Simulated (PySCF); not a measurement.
## Structure from NMR data

An unknown has the formula C$_{8}$H$_{7}$ClO. Its calculated NMR data are:

$^{1}$H NMR (400 MHz, computed): δ 8.54 (d, 1H), 8.35 (s, 1H), 7.77 (m, 1H), 7.73 (m, 1H), 2.58 (s, 3H).

$^{13}$C{$^{1}$H} NMR (computed): δ 177.0 (C), 144.6 (C), 142.3 (CH), 138.3 (CH), 138.3 (CH), 136.3 (C), 134.4 (CH), 23.6 (CH3).

[PySCF 2.14.0 with density-fitted response routines: geometry from GFN2-xTB; σ from GIAO-PBE0/pcSseg-1; no solvent; one averaged value for each set of equivalent atoms; a single conformation; non-relativistic]

References, each an isolated molecule treated in the same way: $^{1}$H, $^{13}$C vs TMS.

Which of these isomers gave the spectra?
A. Clc1cccc2c1CCO2
B. Cc1ccccc1C(=O)Cl
C. CC(=O)c1ccc(Cl)cc1
D. Cc1cccc(C(=O)Cl)c1
E. Cc1ccc(C(=O)Cl)cc1

Answers

D. 

The formula gives 5 degrees of unsaturation (1 ring in the answer). 8 carbon signals for 8 carbons: no two carbons are equivalent. Carbon types of the structure: 3 × C, 4 × CH, 1 × CH3, which accounts for all hydrogens. δC 177.0: carbonyl carbon. δC 144.6, 136.3: substituted aromatic carbon. δC 142.3, 138.3, 138.3, 134.4: aromatic CH. δH 8.54, 8.35, 7.77, 7.73: hydrogen on an aromatic CH. δH 2.58: hydrogen on a methyl carbon on an aromatic ring; benzylic-type position, deshielded by the ring.

The others: Cc1ccccc1C(=O)Cl has carbons computed at 176.6, 152.4, 143.7, 141.3, 136.7, 133.6, 131.6, 27.2; Clc1cccc2c1CCO2 has carbons computed at 169.0, 142.2, 134.5, 130.6, 125.3, 112.2, 73.1, 33.2, with a different DEPT pattern; Cc1ccc(C(=O)Cl)cc1 would give 6 carbon signals, not 8; CC(=O)c1ccc(Cl)cc1 would give 6 carbon signals, not 8.

Carbons that carry Cl, above all several Cl atoms, come out too deshielded, partly because spin–orbit coupling is missing. Shifts are as computed. Against solution values, carbons near 30 ppm lie about +3 ppm off and those near 130 ppm about +5 ppm; carbons on Cl a further +6 ppm. Of 1211 compounds with measured shifts, 218 miss one by over three times the rms of a fit or turn the order of signals round; such compounds aren't used in these exercises. Multiplicities follow the n + 1 count of equivalent neighbours, as no J values were calculated; m marks all less simple cases, F and P coupling included.
